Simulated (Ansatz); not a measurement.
HBe (SMILES [BeH+]), charge +1, singlet, at a GFN2-xTB geometry (such geometries of metal compounds can be far from the true shape); SC-NEVPT2/cc-pVDZ, CASSCF(2,2) run with Ansatz (a first-principles code).

Ansatz was given this input:
Ansatz 0.2 input:
```yaml
crystal:
  periodic: [false, false, false]
  atoms:
    - {symbol: Be, position_ang: [-0.00000000, -0.00000000, -0.27954691]}
    - {symbol: H, position_ang: [0.00000000, 0.00000000, 1.11818766]}
basis:
  gaussian:
    orbitals: cc-pVDZ
total_charge: 1
magnetization: {spin_polarized: false}
correlation: {method: sc_nevpt2, electrons: all, active_space: {window: {electrons: 2, orbitals: 2}}}
```

Output, abridged:

```
Functional definition: HF
174 factors; integrals over basis functions are off by at most 9.8e-4 eV
mean field evaluation 1: about -403.8673 eV, gradient 5.5e0 eV
mean field evaluation 2: about -403.8788 eV, gradient 5.5e0 eV
mean field evaluation 4: about -404.0321 eV, gradient 3.0e-1 eV
mean field evaluation 8: about -404.0326 eV, gradient 1.2e-6 eV
mean field -404.03260790 eV, -14.8479244770 hartree, gradient 4.9e-7 eV, S^2 0.000000; 0 other end points of the search recorded, 0 dependent functions left out
reference -404.03260790 eV, -14.8479244770 hartree; 2, 2 occupied and 17, 17 virtual orbitals, 174 factors
state -404.53002866 eV, -14.8662043531 hartree
state -404.53002866 eV, -14.8662043531 hartree; corrected -404.80488755 eV, -14.8763052310 hartree
Total energy: -404.80488755 eV, -14.8763052310 hartree
```
